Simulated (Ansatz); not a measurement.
**Ligand exchange: Cd(CH3)(NH2) + GeH(SH) → Cd(CH3)(SH) + GeH(NH2)**

Species: Cd(CH3)(NH2), singlet; GeH(SH), singlet; Cd(CH3)(SH), singlet; GeH(NH2), singlet. The partners trade NH2 for SH: Cd–NH2 and Ge–SH bonds give way to Cd–SH and Ge–NH2.

Shapes, held fixed at every level: PBE0-D4/def2-TZVP. Flexible molecules stand in one conformer, not always the lowest. Programs: Ansatz 0.2.0. Electronic energies: no zero-point or thermal term.

```json
{"level": "r2SCAN-D4/def2-TZVPP", "kind": "meta-GGA", "ΔE (kJ/mol)": "-73.2", "less CCSD(T)/def2-TZVPP": "+0.7"}
{"level": "BHLYP-D4/def2-TZVPP", "kind": "global hybrid", "ΔE (kJ/mol)": "-80.8", "less CCSD(T)/def2-TZVPP": "-6.9"}
{"level": "PBE0-D4/def2-TZVPP", "kind": "global hybrid", "ΔE (kJ/mol)": "-73.9", "less CCSD(T)/def2-TZVPP": "0.0"}
{"level": "r2SCAN0-D4/def2-TZVPP", "kind": "global hybrid", "ΔE (kJ/mol)": "-78.2", "less CCSD(T)/def2-TZVPP": "-4.3"}
{"level": "wB97M-V/def2-TZVPP", "kind": "range-separated hybrid", "ΔE (kJ/mol)": "-78.0", "less CCSD(T)/def2-TZVPP": "-4.1"}
{"level": "CCSD/def2-SVP", "kind": "coupled cluster or CI", "ΔE (kJ/mol)": "-85.0", "less CCSD(T)/def2-TZVPP": "-11.1"}
{"level": "CCSD(T)/def2-TZVPP", "kind": "coupled cluster or CI", "ΔE (kJ/mol)": "-73.9", "less CCSD(T)/def2-TZVPP": "0.0"}
```

The highest level, CCSD(T)/def2-TZVPP, gives ΔE = -73.9 kJ/mol; the levels span -85.0 to -73.2. The column of differences is taken from that level and isn't an error. No measured value is set beside it here. For atoms past krypton def2 sets carry core potentials with scalar relativity. Relativity is left out for Ge. Outer-core shells of Cd, Ge are correlated, in sets that cover them unevenly.
